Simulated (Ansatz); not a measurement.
Ansatz results at the PBE0-D4/def2-TZVP geometry: HOMO energy (B3LYP/def2-TZVPP) -6.07 eV; HOMO energy (PBE0/def2-TZVPP) -6.29 eV; HOMO–LUMO gap (PBE0/def2-TZVPP) 5.33 eV.

Each molecule was computed in one conformer, which needn't be the lowest.

Task: Which molecule gave them?
A. `[SiH3][SiH2]C[TeH]`
B. `C[SiH2]B1N[SiH2]1`
C. `[OH][GeH]([SH])[SeH]`
D. `C[SiH2][Te][SiH3]`

Result: A. The others give `C[SiH2]B1N[SiH2]1`: -6.51, -6.70, 5.93; `C[SiH2][Te][SiH3]`: -6.20, -6.42, 5.85; `[OH][GeH]([SH])[SeH]`: -7.11, -7.36, 6.59.

B3LYP here is the variant with VWN-RPA as its local correlation; programs differ in this.
